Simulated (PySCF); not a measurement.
## Calculated data, Al2BH3N, AlBClHN

All values are calculated (PySCF 2.14.0). Calculation on a computer-drawn molecule: the log of a Hartree-Fock and frozen-core CCSD(T) single point meant for a local Hartree-Fock minimum, with one planted fault or none, to be diagnosed. Offsets are logged minus clean, where the clean run is the same molecule without the fault. The reference is restricted for singlets and unrestricted otherwise, and also for a bond in bohr or an excited solution. Adding or removing an electron swaps singlet and doublet. The excited solution moves the top pair (singlet) or top alpha electron (doublet) to the lowest empty orbital. Highest occupied and lowest empty are orbital energies over both spins, largest force is the largest gradient component, triples share is (T) over the correlation energy, the T1 limit is 0.02 restricted and 0.045 unrestricted, electrons count all cores, a negative frequency is imaginary (commonest isotopes), and the dipole is about the centre of nuclear charge.

Common to all runs: meant charge 0; meant multiplicity 2; meant basis cc-pV(D+d)Z; logged SCF converged yes; logged CC converged yes; logged SCF stable within its kind yes; possible faults no fault, one electron removed, one electron added, multiplicity raised by two, geometry at a saddle point, SCF held on an excited solution, minimal basis STO-3G, one bond length entered in bohr, all coordinates scaled.

(1) Al2BH3N

Logged structure:
```xyz
7
Al2BH3N
B     -1.3110    -0.3367    -3.1220
N     -1.6212     0.2528    -2.0654
Al    -2.0618     1.1869    -0.6165
Al    -2.4910     0.3292     1.8213
H     -1.0197    -0.8934    -4.1122
H     -1.3437     0.4306     2.9159
H     -3.9760     0.0913     2.3338
```

* logged electrons: 42
* logged basis functions: 89
* logged spin squared: 0
* logged highest occupied: -0.37097 eV
* logged lowest empty: 5.566 eV
* logged largest force: 0.030246 hartree/bohr
* logged T1 diagnostic: 0.023504
* logged D1 diagnostic: 0.070086
* logged triples share: 0.040894
* logged dipole magnitude: 5.0354 debye
* logged energy HF: -564.721 hartree
* logged energy CCSD(T): -565.15919 hartree
* planted fault: one electron added
* HF energy offset from clean run: 9.435 kcal/mol
* CCSD(T) energy offset from clean run: -17.67 kcal/mol

Drawn bonds:
```tsv
atom	other atom	order
1	2	1
2	3	2
3	4	1
1	5	1
4	6	1
4	7	1
```

Notes: T1 above single-reference limit.

(2) Al2BH3N

Logged structure:
```xyz
7
Al2BH3N
B      2.9895    -0.1324     0.0000
N      1.7403    -0.0767     0.0001
Al    -0.0149     0.0015    -0.0003
Al    -2.4697     0.1094     0.0002
H      4.1602    -0.1843     0.0000
H     -3.1419     1.5382     0.0000
H     -3.2635    -1.2556     0.0000
```

- logged electrons: 41
- logged basis functions: 89
- logged spin squared: 0.7626
- logged highest occupied: -6.0079 eV
- logged lowest empty: 0.95355 eV
- logged largest force: 2.297e-05 hartree/bohr
- logged lowest frequency: -176 cm⁻¹
- logged T1 diagnostic: 0.019016
- logged D1 diagnostic: 0.047883
- logged triples share: 0.036209
- logged dipole magnitude: 4.1838 debye
- logged energy HF: -564.72943 hartree
- logged energy CCSD(T): -565.12785 hartree
- planted fault: geometry at a saddle point
- HF energy offset from clean run: 4.147 kcal/mol
- CCSD(T) energy offset from clean run: 1.996 kcal/mol

Drawn bonds:
```tsv
atom	other atom	order
1	2	1
2	3	2
3	4	1
1	5	1
4	6	1
4	7	1
```

(3) AlBClHN

Logged structure:
```xyz
5
AlBClHN
B     -0.7063    -1.9611     0.0963
N     -1.4266    -0.9482    -0.0249
Al    -2.4908     0.4536    -0.1166
Cl    -2.2194     1.8394    -1.7137
H     -0.0278    -2.9107     0.2063
```

- logged electrons: 44
- logged basis functions: 79
- logged spin squared: 0
- logged highest occupied: -0.71903 eV
- logged lowest empty: 6.8158 eV
- logged largest force: 0.053666 hartree/bohr
- logged T1 diagnostic: 0.017222
- logged D1 diagnostic: 0.045517
- logged triples share: 0.034526
- logged dipole magnitude: 5.064 debye
- logged energy HF: -781.24316 hartree
- logged energy CCSD(T): -781.7336 hartree
- planted fault: one electron added
- HF energy offset from clean run: 3.617 kcal/mol
- CCSD(T) energy offset from clean run: -20.73 kcal/mol

Drawn bonds:
```tsv
atom	other atom	order
1	2	1
2	3	2
3	4	1
1	5	1
```
